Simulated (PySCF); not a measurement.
**Correlation energy of C (carbon, neutral)**

[He] 2s1 2p3, high-spin 5S determinant (an excited configuration). All numbers are calculated (PySCF 2.14, no relativity, point nucleus, in dyall-av2z (11s7p2d, 42 functions)). Frozen: 1s2; 4 electrons correlated; the 8 highest virtual orbitals of each spin left out.

```csv
level,correlation energy (mhartree)
CCSD,-29.83
(T),-0.23
CCSD(T),-30.06
CCSDT,-30.13
```

Diagnostics: T1 = 0.0053, D1 = 0.0085, largest double amplitude 0.025.

Cost of the coupled-cluster step: of the order of 0.19 core-seconds, for 4 correlated electrons.
